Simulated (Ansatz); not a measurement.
```yaml
crystal:
  periodic: [false, false, false]
  atoms:
    - {symbol: O, position_ang: [0.292748, 2.005545, 0.324321]}
    - {symbol: Si, position_ang: [0.406198, 0.371702, 0.450656]}
    - {symbol: F, position_ang: [1.359346, -0.003026, 1.693026]}
    - {symbol: Si, position_ang: [-1.688037, -0.595346, 0.918458]}
    - {symbol: Si, position_ang: [1.430462, -0.357124, -1.528760]}
    - {symbol: H, position_ang: [-0.195451, 2.486293, 0.995444]}
    - {symbol: H, position_ang: [-1.547325, -2.045717, 1.214063]}
    - {symbol: H, position_ang: [-2.586650, -0.428236, -0.255827]}
    - {symbol: H, position_ang: [-2.312553, 0.079797, 2.091145]}
    - {symbol: H, position_ang: [2.740230, 0.317066, -1.728777]}
    - {symbol: H, position_ang: [1.640198, -1.828287, -1.459595]}
    - {symbol: H, position_ang: [0.537935, -0.057966, -2.680253]}
basis:
  gaussian: {orbitals: "6-31++G**", final_grid: {core_spheres: 1, valence_spheres: 1, degree: 1}}
hamiltonian: {xc: {name: wB97M-V}}
```

```sh
$ ansatz run in.yaml --threads 4 --pin off --events-out ev --progress --plain --max-ram 10444MiB
```

Output, abridged:

```
Functional definition: wB97M-V
1445 factors; their error is unknown
395 factors; integrals over basis functions are off by at most 2.1e-5 eV
mean field evaluation 1: about -28504.1497 eV, gradient 5.3e1 eV
mean field evaluation 2: about -28503.0087 eV, gradient 6.1e1 eV
mean field evaluation 4: about -28509.0020 eV, gradient 1.6e0 eV
mean field evaluation 8: about -28476.2662 eV, gradient 1.2e1 eV
mean field evaluation 16: about -28478.0918 eV, gradient 8.4e0 eV
mean field evaluation 32: about -28479.3643 eV, gradient 2.3e-3 eV
mean field -28479.36434920 eV, -1046.5973358264 hartree, gradient 6.7e-5 eV, S^2 0.000000; 0 other end points of the search recorded, 0 dependent functions left out
reference -28479.36438335 eV, -1046.5973370815 hartree; 33, 33 occupied and 116, 116 virtual orbitals, 1445 factors
Total energy: -28479.36438335 eV, -1046.5973370815 hartree
```

In this input the integration grid is far too coarse. The run converged. The result belongs to that input, not to the molecule as meant.
